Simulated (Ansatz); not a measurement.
CuI₂. Total charge 0; doublet. Geometry PBE-D4/def2-TZVP; atoms count from 1.

Cartesian coordinates in Å:
```
Cu 0.0004 0.0002 0.0002
I 0.2282 1.3793 -1.9550
I -0.2287 -1.3795 1.9548
```

In the def2 sets I takes a core potential; there is no spin–orbit coupling. The geometry of the doublet was relaxed on an unsound state (an occupied level 0.01 eV above an empty one). The structure comes from a short search, and lower isomers may exist.

Q: Estimate the Mulliken populations from the PBE0/def2-TZVP orbitals of Ansatz.

A: 
```tsv
atom	charge (e)	spin (α − β)	d electrons
Cu1	0.13	0.23	9.72
I2	-0.07	0.39	–
I3	-0.07	0.39	–
```
Mulliken values and Mayer orders depend strongly on the basis.

Q: Where does the spin sit?

A: Summed by element: Cu 0.23, I 0.77, of 1 unpaired in all. Largest on single atoms: I2 0.39, I3 0.39, Cu1 0.23.

Q: And the Mayer bond orders between bonded heavy atoms (over 0.3)?

A: Cu1–I2 1.09 (2.40 Å); Cu1–I3 1.09 (2.40 Å).
